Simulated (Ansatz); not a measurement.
## Redistribution: C2H2FI + C2H2F3I → C2HFI2 + C2H3F3

Species: C2H2FI `F/C=C/I`, singlet; C2H2F3I (1,1,1-trifluoro-2-iodoethane) `FC(F)(F)CI`, singlet; C2HFI2 `F/C(I)=C\I`, singlet; C2H3F3 (1,1,1-trifluoroethane) `CC(F)(F)F`, singlet. The partners trade H for I; both sit on C, so the bond types are kept.

Shapes, held fixed at every level: PBE0-D4/def2-TZVP. Programs: Ansatz 0.2.0. The zero-point and thermal change to 298 K, harmonic and unscaled (PBE0-D4/def2-TZVP), is -0.7 kJ/mol.

(1) Estimate ΔH(298 K) of this reaction.

Results:

(1) The highest level, CCSD(T)/def2-TZVPP, gives ΔH(298 K) = -15.4 kJ/mol; the levels span -23.6 to -5.1. The column of differences is taken from that level and isn't an error. No measured value is set beside it here. For atoms past krypton def2 sets carry core potentials with scalar relativity. Outer-core shells of I are correlated in most correlated rows, in sets that cover them unevenly. Times are processor times on shared x86 and Arm servers, and rough.

```tsv
level	kind	ΔH(298 K) (kJ/mol)	less CCSD(T)/def2-TZVPP	CPU time (sum over the molecules)
HF/def2-SVP	Hartree–Fock	-5.1	+10.3	–
r2SCAN-D4/def2-TZVPP	meta-GGA	-23.6	-8.2	46 s
BHLYP-D4/def2-TZVPP	global hybrid	-15.5	-0.1	36 s
r2SCAN0-D4/def2-TZVPP	global hybrid	-19.8	-4.4	47 s
wB97X-V/def2-TZVPP	range-separated hybrid	-15.2	+0.2	72 s
MP2/def2-SVP	perturbation theory	-21.3	-5.9	–
CCSD(T)/def2-TZVPP	coupled cluster or CI	-15.4	0.0	23 min
```
